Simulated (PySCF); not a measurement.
# Magnetic susceptibility: `CC#[N+][GaH2-][CH2][SiH3]`, C3H10GaNSi

Molfile (atoms numbered from 1):
```
C3H10GaNSi
     RDKit          3D

 16 15  0  0  0  0  0  0  0  0999 V2000
    3.2890   -0.3959    0.6650 C   0  0  0  0  0  0  0  0  0  0  0  0
    2.0413   -0.1135    0.0377 C   0  0  0  0  0  0  0  0  0  0  0  0
    1.0294    0.1150   -0.4530 N   0  0  0  0  0  0  0  0  0  0  0  0
   -0.5741    0.4497   -1.6413 Ga  0  0  0  0  0  4  0  0  0  0  0  0
   -2.0311    0.9323   -0.3456 C   0  0  0  0  0  0  0  0  0  0  0  0
   -2.3204   -0.5003    0.8629 Si  0  0  0  0  0  4  0  0  0  0  0  0
    3.2833   -1.4188    1.0421 H   0  0  0  0  0  0  0  0  0  0  0  0
    3.4482    0.2953    1.4929 H   0  0  0  0  0  0  0  0  0  0  0  0
    4.0943   -0.2827   -0.0611 H   0  0  0  0  0  0  0  0  0  0  0  0
    0.1534    1.5377   -2.4816 H   0  0  0  0  0  0  0  0  0  0  0  0
   -0.5150   -0.9594   -2.2858 H   0  0  0  0  0  0  0  0  0  0  0  0
   -2.9692    1.1527   -0.8678 H   0  0  0  0  0  0  0  0  0  0  0  0
   -1.7690    1.8399    0.2121 H   0  0  0  0  0  0  0  0  0  0  0  0
   -3.4060   -0.1660    1.7958 H   0  0  0  0  0  0  0  0  0  0  0  0
   -1.1017   -0.7370    1.6624 H   0  0  0  0  0  0  0  0  0  0  0  0
   -2.6599   -1.7400    0.1563 H   0  0  0  0  0  0  0  0  0  0  0  0
  1  2  1  0
  2  3  3  0
  3  4  1  0
  4  5  1  0
  5  6  1  0
  1  7  1  0
  1  8  1  0
  1  9  1  0
  4 10  1  0
  4 11  1  0
  5 12  1  0
  5 13  1  0
  6 14  1  0
  6 15  1  0
  6 16  1  0
M  CHG  2   3   1   4  -1
M  END
```

Theory: GIAO wB97X-D/pcSseg-1 magnetisability, rotational g tensor and spin-rotation constants, non-relativistic, gas phase in PySCF 2.14.0. Geometry: GFN2-xTB.

The calculation is non-relativistic, which matters for the atoms heavier than Zn.

(1) How diamagnetic is it, and how anisotropic?

(2) Split it along the inertial axes a, b, c into diamagnetic and paramagnetic parts about the centre of mass, with the quadrupole moment.

(3) And the rotational g tensor?

Answers

(1) Isotropic -1457 × 10⁻³⁰ J/T², or -87.7 × 10⁻⁶ cm³/mol; principal values -1603, -1403, -1364 × 10⁻³⁰ J/T², anisotropy 223 × 10⁻³⁰ J/T² (root of half the summed squared differences of the principal values). The susceptibility is in cgs units.

(2) 
| axis | χ (10⁻⁶ cm³/mol) | diamagnetic (10⁻⁶ cm³/mol) | paramagnetic (10⁻⁶ cm³/mol) | summed x² of all electrons (Å²) | quadrupole Θ (D Å) |
| --- | --- | --- | --- | --- | --- |
| a | -92.7 | -658.3 | 565.6 | 280.2 | +26.53 |
| b | -87.9 | -1308.3 | 1220.5 | 127.0 | -14.95 |
| c | -82.6 | -1727.5 | 1644.9 | 28.2 | -11.59 |

Anisotropies 2χaa − χbb − χcc = -15.0 and 2χbb − χaa − χcc = -0.4 × 10⁻⁶ cm³/mol. Θ is traceless in Buckingham's convention.

(3) 
```
axis  rotational constant (GHz)        g  nuclear part  electronic part
   a                     2.2165  -0.0179        0.5710          -0.5889
   b                     1.0228  +0.0011        0.5876          -0.5865
   c                     0.7405  -0.0017        0.5706          -0.5723
```
Asymmetric top; isotopes 12C, 69Ga, 1H, 14N, 28Si; no vibrational averaging.
